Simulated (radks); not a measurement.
N-, 8 electrons, occupied as [He] 2s2 2p4. Calculated with a radial shooting solver on a logarithmic mesh with Libxc functionals: scalar-relativistic Kohn-Sham, LDA (Slater exchange, Perdew-Wang correlation), spin-polarised, spherical densities, finite nucleus; open shells are filled with parallel spins first; Fermi nuclear charge, rms radius 2.5582 fm; Watson sphere of charge +1 and radius 2.95 bohr. Some entries of the table are withheld. Estimate them.

| orbital | occ. | eigenvalue (hartree) | <r> (bohr) | <r^2> (bohr^2) |
|---|---|---|---|---|
| 1s up | 1 | (1) | 0.2315 | 0.07255 |
| 1s down | 1 | (2) | 0.2309 | 0.07214 |
| 2s up | 1 | -0.62671 | 1.377 | 2.327 |
| 2s down | 1 | -0.53628 | 1.428 | 2.527 |
| 2p up | 3 | -0.22692 | 1.647 | 3.670 |
| 2p down | 1 | -0.14917 | 1.901 | 5.012 |

Answer. 
(1) 1s up eigenvalue (hartree): -13.88213
(2) 1s down eigenvalue (hartree): -13.84383
